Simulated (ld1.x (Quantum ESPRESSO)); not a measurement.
**Building the PAW potential for Cs (PBE, fully relativistic).**

Cs, PAW, made with ld1.x (Quantum ESPRESSO) 7.5 (PBE, fully relativistic). Core [Kr] 4d10, reference 5s2 5p6 5d0 6s1 6p0. Waves: 5s (bound): rcut 2.25, rcutus 2.65 bohr; 6s (bound): rcut 2.25, rcutus 2.65 bohr; 5p (bound): rcut 2.75, rcutus 3.40 bohr; 6p (bound, empty): rcut 2.75, rcutus 3.40 bohr; 5d (bound, empty): rcut 3.70, rcutus 4.50 bohr; 5d channel at 2.05 Ry: rcut 3.70, rcutus 4.50 bohr. Local part: all-electron potential smoothed inside 4.30 bohr (lloc = -2). Core correction: a·sin(br)/r model core inside 2.35 bohr. Augmentation charge: BESSEL, radius 1.90 bohr.

Open shells are filled in proportion to 2j + 1 (rel_dist='average').

All-electron outer shells of the reference configuration (PBE, scalar-relativistic, ld1.x):

```
shell  level (eV)  outermost node (bohr)  outermost maximum (bohr)
   4p     -160.81                   0.36                      0.67
   4d      -74.25                   0.33                      0.72
   5s      -26.73                   0.82                      1.54
   5p      -13.52                   0.89                      1.79
   6s       -2.09                   2.11                      4.80
   6p       -0.74                   2.61                      6.72
   5d       -0.38                   1.06                      3.51
```

What the tests gave:

| Item | Value |
| --- | --- |
| Configuration tests | test run stopped at test 4 of 7 (negative rho) |

The ghost test of this file was not conclusive.

Generation and tests took about 3.2 s on one core of a shared server CPU.
